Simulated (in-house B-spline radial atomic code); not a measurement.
**Binding energies in Te III (Te2+)**

NIST's tabulated ground configuration is [Kr] 4d10 5s2 5p2; each binding energy is the energy of the ion with one electron taken from that subshell, relaxed, less that of the parent. Method: Dirac-Kohn-Sham B3LYP, spherical fractional occupations, Fermi nucleus of rms radius 4.7423 fm. Calculated with an all-electron radial atomic-structure program (B-spline basis). Energies include first-order Breit, QED and recoil terms.

Caution: exact exchange at fractional occupations of open shells leaves self-interaction of up to several eV.

```json
{"subshell": "1s", "X-ray name": "K", "binding energy (eV)": "31924.7", "-ε (eV)": "31704.1", "relaxation (eV)": "-316.9"}
{"subshell": "2s", "X-ray name": "L1", "binding energy (eV)": "4939.9", "-ε (eV)": "4896.9", "relaxation (eV)": "-54.2"}
{"subshell": "2p1/2", "X-ray name": "L2", "binding energy (eV)": "4644.5", "-ε (eV)": "4587.2", "relaxation (eV)": "-68.0"}
{"subshell": "2p3/2", "X-ray name": "L3", "binding energy (eV)": "4373.9", "-ε (eV)": "4312.4", "relaxation (eV)": "-68.8"}
{"subshell": "3s", "X-ray name": "M1", "binding energy (eV)": "1015.3", "-ε (eV)": "998.6", "relaxation (eV)": "-18.6"}
{"subshell": "3p1/2", "X-ray name": "M2", "binding energy (eV)": "888.5", "-ε (eV)": "871.0", "relaxation (eV)": "-19.2"}
{"subshell": "3p3/2", "X-ray name": "M3", "binding energy (eV)": "838.7", "-ε (eV)": "819.5", "relaxation (eV)": "-20.2"}
{"subshell": "3d3/2", "X-ray name": "M4", "binding energy (eV)": "616.8", "-ε (eV)": "594.8", "relaxation (eV)": "-22.5"}
{"subshell": "3d5/2", "X-ray name": "M5", "binding energy (eV)": "606.8", "-ε (eV)": "584.0", "relaxation (eV)": "-22.9"}
{"subshell": "4s", "X-ray name": "N1", "binding energy (eV)": "198.6", "-ε (eV)": "189.8", "relaxation (eV)": "-9.2"}
{"subshell": "4p1/2", "X-ray name": "N2", "binding energy (eV)": "154.1", "-ε (eV)": "145.4", "relaxation (eV)": "-8.9"}
{"subshell": "4p3/2", "X-ray name": "N3", "binding energy (eV)": "144.9", "-ε (eV)": "135.6", "relaxation (eV)": "-9.4"}
{"subshell": "4d3/2", "X-ray name": "N4", "binding energy (eV)": "73.03", "-ε (eV)": "64.49", "relaxation (eV)": "-8.53"}
{"subshell": "4d5/2", "X-ray name": "N5", "binding energy (eV)": "71.72", "-ε (eV)": "62.99", "relaxation (eV)": "-8.69"}
{"subshell": "5s", "X-ray name": "O1", "binding energy (eV)": "38.75", "-ε (eV)": "33.97", "relaxation (eV)": "-4.82"}
{"subshell": "5p", "X-ray name": "O2,3", "binding energy (eV)": "26.64", "-ε (eV)": "22.19", "relaxation (eV)": "-4.46"}
```

Relaxation = -ε minus the binding energy without Breit, QED and recoil terms. With a density functional, K lines can miss by some tenths of a per cent, more in light atoms. For a density functional the relaxation so defined is negative, because -ε of a Kohn-Sham level is smaller than the binding energy.

Emission lines follow as differences of binding energies, with λ = 12398.42 eV·Å / E:

```
 line          holes  energy (eV)  wavelength (Å)
 K-L3     1s → 2p3/2      27550.8         0.45002
 K-L2     1s → 2p1/2      27280.2         0.45448
 K-M3     1s → 3p3/2      31086.0         0.39884
L3-M5  2p3/2 → 3d5/2       3767.1          3.2912
L2-M4  2p1/2 → 3d3/2       4027.7          3.0783
L1-M3     2s → 3p3/2       4101.2          3.0231
L3-M1     2p3/2 → 3s       3358.6          3.6915
L2-N4  2p1/2 → 4d3/2       4571.5          2.7121
```

Task: What screening constant σ does Moseley's law, E = (3/4)·13.6057 eV·(Z - σ)², need for K-L3?

Result: σ = 0.04.

Moseley's non-relativistic formula needs a falling, then negative, screening constant for heavy elements, because relativity binds the 1s electron more strongly than the formula allows.

Task: What does it cost to remove both a 1s and a 4s electron?

Result: 32151 eV, which is 27.72 eV more than the two single binding energies together.

Task: What does it cost to remove both a 2s and a 5s electron?

Result: 4992.4 eV, which is 13.73 eV more than the two single binding energies together.

Task: What does it cost to remove both a 2s and a 4p1/2 electron?

Result: 5119.7 eV, which is 25.77 eV more than the two single binding energies together.
